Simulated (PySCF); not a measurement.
Species: `[SiH3][SiH2]c1cncs1`. The columns A, B, C and D hold Mulliken, IAO, Hirshfeld and ESP-fitted charges (e) of one PBE0/pcSseg-1 density (PySCF), in a shuffled order. Coordinates in Å (GFN2-xTB); the density's dipole moment is (-1.08, 0.00, 0.76) D.

```csv
atom,x,y,z,A,B,C,D
Si1,-2.321,1.234,0.103,+0.212,+0.215,+0.287,+0.245
Si2,-1.252,-0.820,0.033,+0.421,+0.239,+0.464,+0.233
C3,0.600,-0.571,0.210,-0.641,-0.134,-0.450,-0.270
C4,1.560,-0.456,-0.753,+0.192,-0.017,-0.056,+0.281
N5,2.820,-0.221,-0.325,-0.365,-0.173,-0.270,-0.532
C6,2.873,-0.144,0.952,-0.017,-0.002,-0.152,+0.156
S7,1.350,-0.358,1.759,+0.226,+0.106,+0.302,-0.009
H8,-2.044,1.975,1.336,-0.054,-0.070,-0.091,-0.067
H9,-1.918,2.098,-1.011,-0.054,-0.070,-0.091,-0.076
H10,-3.774,1.063,0.019,-0.060,-0.074,-0.099,-0.081
H11,-1.639,-1.747,1.104,-0.049,-0.074,-0.096,-0.039
H12,-1.404,-1.545,-1.235,-0.052,-0.069,-0.094,-0.073
H13,1.379,-0.544,-1.809,+0.100,+0.059,+0.168,+0.088
H14,3.770,0.035,1.511,+0.140,+0.064,+0.179,+0.145
```

**Question.** Which column most likely holds the ESP-fitted charges?

**Answer.** D. Σ q r misses the density's dipole by 0.02 D (D), 0.44 D (B), 1.69 D (C), 1.99 D (A). Charges fitted to the outside potential are the only set here that is tied to the molecule's multipoles.

**Question.** And the Hirshfeld charges?

**Answer.** B. The mean sizes are 0.098 e (B), 0.164 e (D), 0.185 e (A), 0.200 e (C), and Hirshfeld charges are commonly the smallest of these schemes.

As computed, A = Mulliken, B = Hirshfeld, C = IAO, D = ESP-fitted. Hydrogens on carbon: Mulliken +0.10 to +0.14, Hirshfeld +0.06 to +0.06, IAO +0.17 to +0.18, ESP-fitted +0.09 to +0.14 e.

The Hirshfeld scheme weights the molecular density at each point by an atom's share of the summed free-atom densities. The IAO scheme projects the occupied orbitals on a minimal set of polarised atomic orbitals and counts the electrons in each atom's part of it.

Geometry: GFN2-xTB, one conformer, isolated molecule.

Shape of the structure used: `[SiH3:1][SiH2:2][c:3]1[cH:4][n:5][cH:6][s:7]1`: Si1–Si2–C3–C4 -94°.
